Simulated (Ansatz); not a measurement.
Relaxed structures of CH3NSe, closed shell (PBE0-D4/def2-TZVP; forces vanish, vibrations not checked; lower isomers may exist, and structures with a doubtful reference or unclear bonds are left out; Å). Ansatz 0.2.0; basis: def2-TZVPP; cores frozen in the correlated methods. Filled d shells of the heavier atoms are correlated. The def2 sets are not built for correlating such inner shells, so the correlated values are less sure here.

(1) Rank them by CCSD(T) energy, lowest first, and give each one's height above the lowest. Links in brackets join atoms within 1.22 times the sum of their covalent radii (1.1 for two metals). (Judge from chemistry; the value comes from the calculation.)
A.
CH₃NSe ([CH][NH][SeH])
```
6
angstrom
N -0.1144 -0.0904 -0.1506
C -0.8641 -1.0954 -0.4150
Se 0.6468 0.0985 1.5754
H -1.1875 -0.9941 -1.4667
H 0.1488 0.6715 -0.7756
H 1.3383 1.3564 1.2397
```
B.
CH₃NSe ([NH][CH][SeH])
```
6
angstrom
N -0.3783 -1.0321 -0.6198
C 0.0920 0.0369 -0.1619
Se 0.9990 0.2665 1.5148
H -0.2437 -1.8364 -0.0079
H 0.0026 0.9589 -0.7364
H 1.2243 1.7046 1.3313
```
C.
CH₃NSe ([NH2][CH][Se])
```
6
angstrom
N -0.8320 -1.0310 -0.4324
C -0.0415 -0.0331 -0.0531
Se 0.6852 0.1699 1.5586
H -1.2092 -1.0832 -1.3634
H 0.1433 0.6959 -0.8412
H -1.0620 -1.7571 0.2279
```

No T1 diagnostic of these runs exceeds 0.018.

Answers

(1) Computed: C (0.000 eV), B (0.459 eV), A (2.843 eV). Heights count from the lowest.

For scale, one of the runs: CCSD(T)/def2-TZVPP, 152 basis functions, launched by `ansatz run in.yaml --threads 2 --pin off --events-out ev --progress --plain --max-ram 4352MiB`. Hardware: 2 CPU threads of an Arm Neoverse N1, shared host. Wall time 57 s; peak host memory 1.1 GiB.
